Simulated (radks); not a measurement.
Problem. The thallium ion Tl3+, configuration [Kr] 4d10 4f14 5s2 5p5 5d10 6d1 (not the ground configuration). Method: Dirac Kohn-Sham, RPBE, spin-unpolarised, spherical densities, point nucleus; open shells are shared between the two j in proportion to 2j + 1; computed with a radial shooting solver on a logarithmic mesh with Libxc functionals. Some entries of the table are withheld. Estimate them.

orbital,occ.,eigenvalue (Ry),<r> (bohr)
1s1/2,2,-6286.777,(1)
2s1/2,2,-1120.873,0.06804
2p1/2,2,-1075.791,0.05589
2p3/2,4,-923.9439,0.06469
3s1/2,2,-269.8171,0.1769
3p1/2,2,-249.5451,0.1674
3p3/2,4,-215.7849,0.1835
3d3/2,4,-182.4545,0.1595
3d5/2,6,-175.2466,0.1644
4s1/2,2,-62.57301,0.3914
4p1/2,2,-53.84663,(2)
4p3/2,4,-45.63903,(3)
4d3/2,4,(4),0.4332
4d5/2,6,(5),0.4442
5s1/2,2,-12.52271,0.8737
4f5/2,6,-11.55425,(6)
4f7/2,8,-11.21543,(7)
5p1/2,1.66667,(8),0.9343
5p3/2,3.33333,(9),1.023
5d3/2,4,-3.97231,1.268
5d5/2,6,-3.78767,1.306
6d3/2,0.4,-1.21430,3.667
6d5/2,0.6,-1.19364,3.736

Solution. 
(1) 1s1/2 <r> (bohr): 0.01631
(2) 4p1/2 <r> (bohr): 0.3931
(3) 4p3/2 <r> (bohr): 0.4273
(4) 4d3/2 eigenvalue (Ry): -31.42936
(5) 4d5/2 eigenvalue (Ry): -29.89768
(6) 4f5/2 <r> (bohr): 0.4636
(7) 4f7/2 <r> (bohr): 0.4700
(8) 5p1/2 eigenvalue (Ry): -9.57864
(9) 5p3/2 eigenvalue (Ry): -8.06215
